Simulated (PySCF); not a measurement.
A series of related molecules.

All values: wB97X-D/def2-SVPD (PySCF) at PBE0-D3(BJ)/def2-SVP geometries, gas phase, one conformer each. Core orbitals are frozen in the response; Δα² is half the sum of the squared differences of the principal polarisabilities.

Question: Rank by HOMO energy, highest first.
A. `CN(C)C(=O)CCB(F)F`
B. `CC(=S)CCB(F)F`
C. `C(CC(F)(F)F)B(F)F`

Answer: A (-8.98 eV), B (-9.35 eV), C (-12.13 eV).

Question: Rank by mean static polarisability, lowest first.
A. `CC(=S)CCB(F)F`
B. `FC(F)(F)CCB(F)F`
C. `CN(C)C(=O)CCB(F)F`
D. `FB(F)CCN[SiH3]`

Answer: B (7.64 Å³), D (10.84 Å³), A (12.07 Å³), C (12.64 Å³).

Question: Rank by dipole moment, lowest first.
A. `[CH3:1][N:2]([CH3:3])[C:4](=[O:5])[CH2:6][CH2:7][B:8]([F:9])[F:10]` with C1–N2–C4–O5 1°, N2–C4–C6–C7 176°, C4–C6–C7–B8 170°, C6–C7–B8–F9 168°
B. `[F:1][B:2]([F:3])[CH2:4][CH2:5][C:6]([F:7])([F:8])[F:9]` with F1–B2–C4–C5 177°, B2–C4–C5–C6 178°
C. `[F:1][B:2]([F:3])[CH2:4][CH2:5][NH:6][SiH3:7]` with F1–B2–C4–C5 -24°, B2–C4–C5–N6 174°, C4–C5–N6–Si7 84°
D. `[CH3:1][C:2](=[S:3])[CH2:4][CH2:5][B:6]([F:7])[F:8]` with C1–C2–C4–C5 162°, C2–C4–C5–B6 41°, C4–C5–B6–F7 66°

Answer: B (0.75 D), C (1.36 D), A (3.89 D), D (5.65 D).

All values together:

```tsv
SMILES	formula	μ (D)	HOMO (eV)	LUMO (eV)	α (Å³)	Δα (Å³)	electrons	α per electron (Å³)	ΔSCF removal energy (eV)
CC(=S)CCB(F)F	C4H7BF2S	5.65	-9.35	-0.90	12.07	4.28	70	0.172	9.55
CN(C)C(=O)CCB(F)F	C5H10BF2NO	3.89	-8.98	1.75	12.64	5.09	78	0.162	9.13
FB(F)CCC(F)(F)F	C3H4BF5	0.75	-12.13	1.63	7.64	1.64	72	0.106	12.54
FB(F)CCN[SiH3]	C2H8BF2NSi	1.36	-8.87	1.65	10.84	2.84	64	0.169	9.09
```

Conformers: `[CH3:1][C:2](=[S:3])[CH2:4][CH2:5][B:6]([F:7])[F:8]` with C1–C2–C4–C5 162°, C2–C4–C5–B6 41°, C4–C5–B6–F7 66°; `[CH3:1][N:2]([CH3:3])[C:4](=[O:5])[CH2:6][CH2:7][B:8]([F:9])[F:10]` with C1–N2–C4–O5 1°, N2–C4–C6–C7 176°, C4–C6–C7–B8 170°, C6–C7–B8–F9 168°; `[F:1][B:2]([F:3])[CH2:4][CH2:5][C:6]([F:7])([F:8])[F:9]` with F1–B2–C4–C5 177°, B2–C4–C5–C6 178°; `[F:1][B:2]([F:3])[CH2:4][CH2:5][NH:6][SiH3:7]` with F1–B2–C4–C5 -24°, B2–C4–C5–N6 174°, C4–C5–N6–Si7 84°.
